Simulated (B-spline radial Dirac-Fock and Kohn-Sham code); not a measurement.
## Atomic SCF run for Br⁴⁺

ΔSCF core binding energies without Breit or QED terms, calculated with a radial B-spline solver. Keys: rel is the Hamiltonian (dirac, or spin-free x2c and nr, where L3 and M5 stand for the whole 2p and 3d shells), method is hf or an exchange,correlation pair (spin-unpolarised, also for the hole states), nuc the nuclear model, radius_factor scales its radius, rmax is the box in bohr, h the logarithmic mesh step, order the B-spline order, points the quadrature points per cell, c_factor scales the speed of light, and damp, ndamp, maxit and tol steer the iteration. The run stops when the commutator error falls below 10·tol·max(1, Z/10), or the numerical noise floor, and the energy has settled to about 1e-8 Ha; the virial ratio is −V/T.

Input (task.json):

```json
{"items": [{"Z": 35, "q": 4, "cfg": [[1, 0, 2], [2, 0, 2], [2, 1, 6], [3, 0, 2], [3, 1, 6], [3, 2, 10], [4, 0, 2], [4, 1, 1]], "A": 79, "rrms": 4.1629, "do": "settings", "holes": ["K", "L3", "M5"],
  "settings": [{"rel": "dirac", "method": "rpbe,pbe", "nuc": "fermi", "radius_factor": 0.8, "rmax": 45.0, "h": 0.3, "order": 8, "points": 10, "c_factor": 1.0, "maxit": 60, "damp": 0.5, "ndamp": 3, "tol": 0.0001}]}]}
```

Command: `python xray2_run.py task.json out`

Ground-state iterations:

```
iter   energy (Ha)        error
   1    -2599.60123757  1.46e+00
   2    -2600.36615338  5.20e-01
   3    -2602.57608188  2.65e-02
   4    -2602.58608443  1.07e-02
   5    -2602.58655639  1.05e-03
   6    -2602.58656698  1.13e-04
   7    -2602.58656709  2.84e-05
```

The ground state converged in 7 iterations, with total energy -2602.58657 Ha, virial ratio 1.97514 and highest orbital energy -51.89 eV. ΔSCF binding energies: K (1s) 13592.7 eV, L3 (2p3/2) 1612.5 eV, M5 (3d5/2) 135.3 eV.
